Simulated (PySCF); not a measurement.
## Telling isomers of C8H14OSi apart by NMR

Method: σ from GIAO-PBE0/pcSseg-1, geometry from GFN2-xTB, in PySCF (a single conformation, no solvent model, non-relativistic, one averaged value for each set of equivalent atoms).

Scale: TMS for 1H (σ = 31.72 ppm) and 13C (σ = 186.93 ppm) (reference shieldings calculated alike). Where no couplings were computed, multiplicities follow the n + 1 count of equivalent neighbours, and m marks all less simple cases (inequivalent or close neighbours, rings, F or P nearby). Shifts are as computed. Against solution values, carbons near 30 ppm lie about +3 ppm off and those near 130 ppm about +5 ppm (rms about the fit 2.1 ppm; single classes can miss by 10 ppm). Of 1328 compounds with measured shifts, 309 miss one by over three times the rms of a fit or turn the order of signals round; such compounds aren't used in these exercises. Signals without a measured value on file couldn't be tested in this way; 1H shifts scatter by 0.2 ppm about their fit, and single ones miss by 0.5 ppm.

(1) Tabulate the signals of `CO/C=C\[C@H](C)C1=C[SiH2]C1`, `CC#C[SiH2]OC/C=C/CC` and their relative energies.

(2) What is the quickest way to tell CO/C=C\[C@H](C)C1=C[SiH2]C1 from CC#C[SiH2]OC/C=C/CC?

Results:

(1) 
```tsv
SMILES	carbon types	δC	δH	E rel. (kcal/mol)
CO/C=C\[C@H](C)C1=C[SiH2]C1	1×C 4×CH 1×CH2 2×CH3	179.9, 154.1, 127.6, 116.7, 60.0, 40.0, 20.2, 19.2	6.23 (d, 1H), 5.64 (m, 1H), 4.80 (m, 1H), 4.74 (m, 1H), 4.24 (m, 1H), 3.81 (s, 3H), 3.53 (m, 1H), 2.15 (m, 1H), 1.68 (m, 1H), 1.20 (d, 3H)	17.5
CC#C[SiH2]OC/C=C/CC	2×C 2×CH 2×CH2 2×CH3	142.5, 137.5, 113.0, 84.6, 69.1, 32.0, 17.3, 5.9	6.05 (m, 1H), 5.87 (m, 1H), 4.97 (s, 2H), 4.32 (d, 2H), 2.12 (m, 2H), 2.08 (s, 3H), 1.09 (t, 3H)	0.0
```

Energies are electronic energies at PBE0/pcSseg-1 on these geometries, without zero-point or thermal terms, each for the one conformer computed, which needn't be the lowest.

(2) Both give the same number of carbon signals, but DEPT or the intensities differ. The first has a fully substituted alkene carbon (C) at 179.9 ppm, the second an alkyne carbon (C) at 113.0 ppm. Their most deshielded carbons lie at 179.9 and 142.5 ppm.
